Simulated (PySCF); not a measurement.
CdO: frontier orbitals

PBE0 at R = 2.126 Å; basis Cd def2-SVPD with ECP28, O def2-SVPD; scalar-relativistic core potentials; PySCF 2.14. State: ³Π (triplet), unpaired electrons σ ↑, π ↑. Only the outer orbitals are listed, counted within each symmetry, core potentials removing the inner ones.

| spin | orbital | occ. | ε (eV) | on Cd (%) | main shells (%) |
| --- | --- | --- | --- | --- | --- |
| α | 3π | 1 | -10.63 | 3 | 97 O p |
| α | 6σ | 1 | -10.06 | 24 | 76 O p, 18 Cd s |
| α | 3π | 1 | -8.59 | 3 | 97 O p |
| α | 7σ | 1 | -6.52 | 90 | 77 Cd s, 12 Cd p, 11 O p |
| α | 4π | 0 | -0.96 | 105 | 104 Cd p |
| α | 4π | 0 | -0.84 | 105 | 104 Cd p |
| β | 6σ | 1 | -8.14 | 41 | 59 O p, 37 Cd s |
| β | 3π | 1 | -7.60 | 3 | 97 O p |
| β | 7σ | 0 | -3.48 | 80 | 68 Cd s, 23 O p, 10 Cd p |
| β | 3π | 0 | -3.13 | 11 | 89 O p, 10 Cd p |
| β | 4π | 0 | -0.25 | 103 | 103 Cd p |

Problem. Which are the highest filled and the lowest empty level, where do they sit, and how wide is the gap?

Solution. Highest filled α 7σ at -6.52 eV (in %: 77 Cd s, 12 Cd p, 11 O p); lowest empty β 7σ at -3.48 eV (in %: 68 Cd s, 23 O p, 10 Cd p); the gap at PBE0 is 3.04 eV.

- bond order (Mayer): 0.65
- ⟨S²⟩: 2.015
- charge on Cd (Mulliken, basis-dependent): 0.48
- charge on Cd (Löwdin, basis-dependent): 0.61
- dipole moment (positive dipole means Cd(−)O(+)): -3.03 D
- polarisability along the bond: 61.2 bohr³
- polarisability across the bond: 40.8 bohr³

Shares are Mulliken populations and can fall outside 0 to 100 %.

Spin–orbit coupling is left out. The state is the lowest determinant that a PBE0 search found; another state may lie lower at other levels.
